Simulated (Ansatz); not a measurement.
CH5F2GeN, SMILES `N[C](F)(F)[GeH3]`. Charge 0, multiplicity 1. The geometry is a stationary point of PBE0-D4/def2-TZVP. It is one conformer, not always the lowest.

```xyz
10

N     0.119   -1.292   -1.016
C     0.440   -0.628    0.194
F     0.054   -1.443    1.216
F     1.798   -0.520    0.246
Ge   -0.341    1.196    0.525
H    -0.875   -1.460   -1.089
H     0.437   -0.765   -1.819
H    -1.871    1.054    0.485
H     0.117    1.750    1.879
H     0.122    2.109   -0.621
```

Problem. What is the dipole moment at ωB97M-V/def2-TZVPP? (Estimate.)

Solution. Ansatz gave: 2.92 D, with components (-1.78, 1.61, -1.67) D in this frame, pointing from negative to positive charge.

Problem. And with PBE, r2SCAN, B3LYP? (Estimate.)

Solution. Ansatz gave: PBE 2.66 D, r2SCAN 2.77 D, B3LYP 2.88 D.

Problem. Give the Mulliken charges with ωB97M-V, PBE, B3LYP in def2-TZVPP. (An estimate is asked.)

Solution. Computed: 
| atom | ωB97M-V | PBE | B3LYP |
| --- | --- | --- | --- |
| N1 | -0.20 | -0.24 | -0.25 |
| C2 | 0.24 | 0.20 | 0.30 |
| F3 | -0.18 | -0.15 | -0.20 |
| F4 | -0.18 | -0.15 | -0.20 |
| Ge5 | 0.01 | 0.02 | 0.05 |
| H6 | 0.13 | 0.16 | 0.15 |
| H7 | 0.13 | 0.16 | 0.15 |
| H8 | 0.02 | -0.01 | 0.00 |
| H9 | 0.03 | 0.00 | 0.01 |
| H10 | 0.02 | -0.01 | 0.00 |

B3LYP here is the variant with VWN-RPA as its local correlation; programs differ in this.
